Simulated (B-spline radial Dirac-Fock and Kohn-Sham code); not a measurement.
K-line shifts caused by a second vacancy in Cu³⁺

System: copper as Cu³⁺, [Ar] 3d8.

These are calculated numbers from a radial atomic solver; the model is ΔSCF Dirac-Fock with Breit, self-energy and vacuum polarisation, finite nucleus, configuration average. Each two-hole energy is an average over J within one jj subconfiguration, not an observable level; in light atoms, where LS coupling holds, the j-resolved values are not observed lines, and for a K spectator the Kα1 hypersatellite is nearly forbidden. Electron correlation is not included.

Lines without a spectator: Kα2 (K-L2) 8026.1 eV, Kα1 (K-L3) 8046.1 eV, Kβ3 (K-M2) 8903.9 eV, Kβ1 (K-M3) 8906.6 eV. Shifts in eV with one spectator hole (a dash: not computed, or left out as unreliable):

| spectator hole | Kα2 | Kα1 | Kβ3 | Kβ1 |
| --- | --- | --- | --- | --- |
| K (1s) | +307.2 | +310.2 | +383.9 | +384.4 |
| L2 (2p1/2) | +29.29 | +35.9 | – | +79.7 |
| L3 (2p3/2) | +32.9 | +31.6 | +76.5 | – |
| M2 (3p1/2) | – | +2.80 | +6.09 | +7.90 |
| M3 (3p3/2) | +2.51 | – | +7.40 | +6.94 |

With n spectator holes in 2p, averaged over the 2p shell (energies in eV):

| n | KαLⁿ | step | hypersatellite KαʰLⁿ |
| --- | --- | --- | --- |
| 0 | 8039.4 | – | 8348.6 |
| 1 | 8072.4 | +33.0 | 8382.8 |
| 2 | 8106.4 | +34.0 | 8418.0 |
| 3 | 8141.5 | +35.1 | 8454.3 |
| 4 | 8177.7 | +36.2 | 8491.7 |
| 5 | 8215.0 | +37.3 | 8530.2 |
